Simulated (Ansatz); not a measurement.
Reaction (cleavage of the B–Si bond): `B[SiH2]N[SiH2]F` + H₂Te → `B[TeH]` + `F[SiH2]N[SiH3]`

Program: Ansatz. Geometries: PBE0-D4/def2-TZVP. ΔE: electronic, gas phase. CCSD(T)/CBS adds triple-zeta CCSD(T) − MP2 to the extrapolated MP2 energy (def2 sets, frozen cores). This one scheme is used for every species. DFT in def2-TZVPP. HSE06 is defined as in plane-wave codes. def2 core potentials past Kr. For Te outer-core shells are correlated without core-valence functions, which leaves a few kJ/mol of doubt a bond. One conformer a species, not always the lowest.

```
         level  ΔE (kcal/mol)
       PBE0-D4          -24.8
      HSE06-D4          -25.0
          BLYP          -27.6
        r2SCAN          -25.5
          PBE0          -25.6
       r2SCAN0          -25.8
  MP2/def2-SVP          -25.6
CCSD/CBS(def2)          -26.6
```

(1) What does CCSD(T)/CBS give? (An estimate is asked.)

Largest T1 diagnostic among the species: 0.015.

Answers

(1) Ansatz gave: -26.9 kcal/mol. The listed levels differ from it by 2.1, 1.9, -0.7, 1.4, 1.3, 1.1, 1.3, 0.3 kcal/mol.

The D4 term adds +1.5 kcal/mol with B3LYP and +0.8 kcal/mol with PBE0; it sums over pairs of atoms, weighted by their polarisabilities, and B3LYP, whose exchange is more repulsive, gets the larger term. Leaving LDA and LC-ωPBE aside and taking each functional with its dispersion term where it has one, the values, not all of them listed here, spread over 3.6 kcal/mol, from B2PLYP to ωB97X-V. LDA lies +3.5 kcal/mol from PBE without D4.

B3LYP here is the variant with VWN-RPA as its local correlation; programs differ in this.
